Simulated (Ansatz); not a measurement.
Reaction (atomization): `[SeH]C1BO1` → B• + C• + 3 H• + O• + Se•

Gas-phase electronic energies from Ansatz, PBE0-D4/def2-TZVP geometries. CBS: MP2 limit from def2 TZ/QZ plus the TZ coupled-cluster correction, frozen cores. This one scheme is used for every species, atoms too. No spin–orbit coupling; open shells (•) take unrestricted orbitals. Spin–orbit coupling would lower the free atoms: a little for B, C, O; clearly for Se. For Se outer-core shells are correlated without core-valence functions, so the limit isn't a true one: a few kJ/mol of doubt a bond, and 10 to 20 or more in all where bonds break to atoms. Scalar relativity is left out up to krypton. One conformer a species, not always the lowest.

```
           level  ΔE (kJ/mol)
CCSD(T)/def2-SVP       2394.5
   HF/def2-TZVPP       1745.8
```

Problem. What does CCSD(T)/CBS give? (An estimate is asked.)

Solution. Computed: +2539.9 kJ/mol. The listed levels differ from it by -145.4, -794.1 kJ/mol.

Largest T1 diagnostic among the species: 0.014.

From BLYP to BHLYP (50 % exact exchange), in def2-TZVPP and without D4, ΔE moves by −118.6 kJ/mol: exact exchange takes away binding that semilocal exchange gives to molecules. At CCSD(T), def2-SVP lies −145.5 kJ/mol from the extrapolated value and def2-TZVPP −72.7 kJ/mol: correlation converges slowly with the basis, and small sets miss more of it in the bonded molecule than in its fragments. In def2-TZVPP, CCSD(T) changes the Hartree–Fock value by +721.5 kJ/mol (the triples alone add +56.2 kJ/mol) and MP2 by +799.8 kJ/mol; breaking electron pairs costs correlation energy, which Hartree–Fock lacks.

For atomizations the MP2-based limit and the directly extrapolated one differ by several kJ/mol either way, and by 10 to 25 for some Ge, Se and Sn compounds, so smaller differences from it don't rank the levels.
